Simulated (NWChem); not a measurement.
All runs are NWChem calculations. System: F$_{3}$Sc, charge 0, spin multiplicity 1, at a geometry optimised with PBE0/def2-SVP. The structure started from a generated list of species. Level: G0W0@PBE0/def2-TZVPD, RI basis def2-tzvpd-rifit.

Input file:

```
start mol
memory heap 200 mb stack 700 mb global 1700 mb
geometry units angstroms nocenter noautoz
  Sc     0.000000     0.000000     0.000006
  F      0.000000     0.000000     1.822195
  F     -1.578065     0.000000    -0.911105
  F      1.578065     0.000000    -0.911105
  symmetry group C2v
end
basis spherical
  * library def2-tzvpd
end
basis "ri basis" bse spherical
  * library def2-tzvpd-rifit
end
dft
  xc pbe0
  iterations 100
  direct
  tolerances tight
end
task dft energy
gw
  method cdgw
  states alpha occ 4 vir 2
end
task dft gw
```

Output (cleaned and shortened):

```
             Northwest Computational Chemistry Package (NWChem) 7.3.0
             --------------------------------------------------------

                                NWChem Input Module
                                -------------------

 Scaling coordinates for geometry "geometry" by  1.889725989
 (inverse scale =  0.529177249)

 Turning off AUTOSYM since
 SYMMETRY directive was detected!

                             Geometry "geometry" -> ""
                             -------------------------

 Output coordinates in angstroms (scale by  1.889725989 to convert to a.u.)

  No.       Tag          Charge          X              Y              Z
 ---- ---------------- ---------- -------------- -------------- --------------
    1 Sc                  21.0000     0.00000000     0.00000000     0.00000600
    2 F                    9.0000     0.00000000     0.00000000     1.82219500
    3 F                    9.0000    -1.57806500     0.00000000    -0.91110500
    4 F                    9.0000     1.57806500     0.00000000    -0.91110500

 Effective nuclear repulsion energy (a.u.)     205.4032391168

            Nuclear Dipole moment (a.u.)
            ----------------------------
        X                 Y               Z
 ---------------- ---------------- ----------------
     0.0000000000     0.0000000000    -0.0000170075

      Symmetry information
      --------------------

 Group name             C2v
 Group number             16
 Group order               4
 No. of unique centers     3

      Symmetry unique atoms

     1    2    3


 Summary of "ao basis" -> "" (spherical)
 ------------------------------------------------------------------------------
       Tag                 Description            Shells   Functions and Types
 ---------------- ------------------------------  ------  ---------------------
 *                         def2-tzvpd                 on all atoms

 new library libraries.bse/

 Summary of "ri basis" -> "" (spherical)
 ------------------------------------------------------------------------------
       Tag                 Description            Shells   Functions and Types
 ---------------- ------------------------------  ------  ---------------------
 *                      def2-tzvpd-rifit              on all atoms

                                 NWChem DFT Module
                                 -----------------

 Summary of "ao basis" -> "ao basis" (spherical)
 ------------------------------------------------------------------------------
       Tag                 Description            Shells   Functions and Types
 ---------------- ------------------------------  ------  ---------------------
 Sc                        def2-tzvpd               16       48   6s5p4d1f
 F                         def2-tzvpd               14       40   6s4p3d1f

 Summary of "ao basis" -> "ao basis" (spherical)
 ------------------------------------------------------------------------------
       Tag                 Description            Shells   Functions and Types
 ---------------- ------------------------------  ------  ---------------------
 Sc                        def2-tzvpd               16       48   6s5p4d1f
 F                         def2-tzvpd               14       40   6s4p3d1f

      Symmetry analysis of basis
      --------------------------

        a1         66
        a2         22
        b1         47
        b2         33

            General Information
            -------------------
          SCF calculation type: DFT
[...]
   Bfn.  Coefficient  Atom+Function         Bfn.  Coefficient  Atom+Function
  ----- ------------  ---------------      ----- ------------  ---------------
    55      0.286473  2 F  px                97      0.249926  3 F  pz
   137     -0.249926  4 F  pz                58      0.235666  2 F  px
   100      0.205609  3 F  pz               140     -0.205609  4 F  pz
    61      0.163313  2 F  px                95     -0.143368  3 F  px
   135     -0.143368  4 F  px               103      0.142544  3 F  pz

 Vector   25  Occ=0.000000D+00  E=-9.289101D-02  Symmetry=a1
              MO Center=  1.2D-14,  8.7D-15,  1.4D-05, r^2= 3.0D+00
   Bfn.  Coefficient  Atom+Function         Bfn.  Coefficient  Atom+Function
  ----- ------------  ---------------      ----- ------------  ---------------
     5      0.425544  1 Sc s                  6      0.357217  1 Sc s
    26     -0.336310  1 Sc d  2              31     -0.254117  1 Sc d  2
     4     -0.200962  1 Sc s                 36     -0.201334  1 Sc d  2
    24     -0.194169  1 Sc d  0               3     -0.175147  1 Sc s
    29     -0.146715  1 Sc d  0              34     -0.116240  1 Sc d  0

 Vector   26  Occ=0.000000D+00  E=-4.305442D-02  Symmetry=a2
              MO Center= -1.9D-10, -6.3D-16, -2.7D-02, r^2= 1.3D+00
   Bfn.  Coefficient  Atom+Function         Bfn.  Coefficient  Atom+Function
  ----- ------------  ---------------      ----- ------------  ---------------
    22      0.567137  1 Sc d -2              27      0.405378  1 Sc d -2
    32      0.309639  1 Sc d -2              37      0.129927  1 Sc d -2
    96      0.124519  3 F  py               136     -0.124519  4 F  py
   102      0.116077  3 F  py               142     -0.116077  4 F  py
   105      0.103705  3 F  py               145     -0.103705  4 F  py

 Vector   27  Occ=0.000000D+00  E=-4.305421D-02  Symmetry=b2
              MO Center=  1.9D-10,  4.2D-15,  2.7D-02, r^2= 1.3D+00
   Bfn.  Coefficient  Atom+Function         Bfn.  Coefficient  Atom+Function
  ----- ------------  ---------------      ----- ------------  ---------------
    23      0.567139  1 Sc d -1              28      0.405378  1 Sc d -1
    33      0.309640  1 Sc d -1              56     -0.143784  2 F  py
    62     -0.134034  2 F  py                38      0.129925  1 Sc d -1
    65     -0.119745  2 F  py                59     -0.116809  2 F  py
    96      0.071891  3 F  py               136      0.071891  4 F  py

 center of mass
 --------------
 x =   0.00000000 y =   0.00000000 z =  -0.00000028

 moments of inertia (a.u.)
 ------------------
         337.907664353950           0.000000000000           0.000000000000
           0.000000000000         675.812549002380           0.000000000000
           0.000000000000           0.000000000000         337.904884648430

     Multipole analysis of the density
     ---------------------------------

     L   x y z        total         alpha         beta         nuclear
     -   - - -        -----         -----         ----         -------
     0   0 0 0     -0.000000    -24.000000    -24.000000     48.000000

     1   1 0 0      0.000000      0.000000      0.000000      0.000000
     1   0 1 0     -0.000000     -0.000000     -0.000000      0.000000
     1   0 0 1     -0.000017     -0.000000     -0.000000     -0.000017

     2   2 0 0    -28.723787    -94.398738    -94.398738    160.073688
     2   1 1 0     -0.000000     -0.000000     -0.000000      0.000000
     2   1 0 1     -0.000000     -0.000000     -0.000000      0.000000
     2   0 2 0    -18.645808     -9.322904     -9.322904      0.000000
     2   0 1 1     -0.000000     -0.000000     -0.000000      0.000000
     2   0 0 2    -28.724031    -94.399518    -94.399518    160.075005

 Task  times  cpu:       16.5s     wall:       16.5s

                                NWChem Input Module
                                -------------------

                                 NWChem GW Module
                                 ----------------

                             ***********************
                             ***        GW       ***
                             ***********************

 Summary of "ri basis" -> "ri basis" (spherical)
 ------------------------------------------------------------------------------
       Tag                 Description            Shells   Functions and Types
 ---------------- ------------------------------  ------  ---------------------
 Sc                     def2-tzvpd-rifit            41      191   10s9p9d6f5g2h
 F                      def2-tzvpd-rifit            26       92   9s7p5d4f1g

                 Memory Information
                 ------------------
          Available GA per process is          1699.8 MBs
          Available stack per process is        700.0 MBs
          Available heap per process is           0.0 MBs

          Peak memory in Initialization
              Peak GA per process is                 17.4 MBs
              Peak stack per process is               0.3 MBs
              Peak heap per process is               18.1 MBs
              Memory not in MA per process            0.0 MBs

          Peak memory in CDGW Calculation
              Peak GA per process is                 21.0 MBs
              Peak stack per process is               3.3 MBs
              Peak heap per process is                3.6 MBs
              Memory not in MA per process            0.0 MBs

          Computing 2-center integrals
          Computing Inverse Cholesky factor
          Computing 3-center integrals
          Computing Vxc

          Computing Sigma_x
          Computing W(iw) on the imaginary grid
          Solving quasiparticle equations

                  Alpha Orbitals
          State     Energy (eV)     Error (eV)
          -----------------------------------
@GW        21        -13.857           0.001
@GW        22        -13.699           0.002
@GW        23        -13.699           0.002
@GW        24        -13.655           0.002
@GW        25          0.082           0.003
@GW        26          2.409           0.002

     GW Timing Statistics
   ------------------------
   Init.   :          0.1s
     ERIs  :          2.0s
     Distr.:          0.0s
     Vxc   :          2.0s
   Vmo     :          0.0s
   iW      :          3.7s
   I_n     :          0.0s
   R_n     :          0.9s
   GW total:          8.7s

 Task  times  cpu:        8.7s     wall:        8.7s

 Total times  cpu:       25.2s     wall:       25.2s
```
